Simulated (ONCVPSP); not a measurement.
iron (Fe): one change to an ONCV potential, before and after

ONCVPSP 4.0.1 input, shortened (lines: element, Z, core and valence counts, functional; n l f; lmax; l rc ep ncon nbas qcut; lloc lpopt rc5 dvloc0; l nproj debl; icmod fcfact rcfact), LDA (Perdew-Zunger), fully relativistic:

```
  Fe 26.00    3    4        3      upf
    1    0    2.00
    2    0    2.00
    2    1    6.00
    3    0    2.00
    3    1    6.00
    3    2    6.00
    4    0    2.00
    2
    0    1.60    0.00    4    7    8.60
    1    1.05    0.00    4    8   16.60
    2    1.65    0.00    4    8    8.50
    4    5    0.90    6.00
    0    3    1.00
    1    2    1.00
    2    3    0.50
    1    0.60    0.00
```

Open shells are filled in proportion to 2j + 1.

In the p channel the program set the typed energies aside and used -2.183, 0.250 Ha (j = l + 1/2; the other j can differ).

All-electron outer shells of the reference configuration (LDA (Perdew-Zunger), scalar-relativistic, ld1.x):

```csv
shell,level (eV),outermost node (bohr),outermost maximum (bohr)
2p,-698.00,–,0.18
3s,-93.51,0.33,0.70
3p,-59.93,0.30,0.72
3d,-7.75,–,0.71
4s,-5.49,1.01,2.38
```

Change: p: qcut 12.1.

Cutoffs: the cutoffs (Ha) at which the residual kinetic energy of the hardest occupied pseudo-wave falls to 1 and 0.1 mHa per electron; they do not see the model core or the augmentation charge, which bear on the density cutoff. Errors are all-electron minus pseudo energies relative to the spin-unpolarised reference configuration.

**Question.** How do hardness, ghosts and transferability respond?

**Answer.** The potential gets softer (60 Ha and 80 Ha → 32 Ha and 50 Ha); the errors of the 4 common tests hardly move; neither file shows a bound ghost. The waves are optimised to have the least kinetic energy above qcut, so the cutoff follows it (qcut²/2 in Ha).

```tsv
quantity	base	changed
cutoff, loose	60 Ha	32 Ha
cutoff, tight	80 Ha	50 Ha
loose cutoff by channel	s 12 Ha, p 60 Ha, d 32 Ha	s 12 Ha, p 32 Ha, d 32 Ha
bound ghosts	none	none
GHOST(+) flags under 300 eV	d5/2 at 161.7 eV, d3/2 at 164.6 eV	d5/2 at 161.7 eV, d3/2 at 164.6 eV
error for 3s2 3p6 3d6 4s1, meV [ΔE 8.98 eV]	+1.7	+1.6
error for 3s2 3p6 3d6 4s0, meV [ΔE 25.47 eV]	+7.7	+7.7
error for 3s2 3p6 3d5 4s0, meV [ΔE 60.00 eV]	+52	+52
error for 3s2 3p6 3d6 4s1 4p1, meV [ΔE 4.18 eV]	+0.1	+0.2
s: phases at 1.62 bohr within 0.05 rad from the reference energy up to (Ha; the scan ends near 5)	to the end of the scan	to the end of the scan
p3/2: phases at 1.07 bohr within 0.05 rad from the reference energy up to (Ha; the scan ends near 5)	to the end of the scan	to the end of the scan
p1/2: phases at 1.07 bohr within 0.05 rad from the reference energy up to (Ha; the scan ends near 5)	to the end of the scan	to the end of the scan
d5/2: phases at 1.67 bohr within 0.05 rad from the reference energy up to (Ha; the scan ends near 5)	to the end of the scan	to the end of the scan
d3/2: phases at 1.67 bohr within 0.05 rad from the reference energy up to (Ha; the scan ends near 5)	to the end of the scan	to the end of the scan
rms error of d²Exc/dni dnj with the model core, mHa	5.19	5.17
```
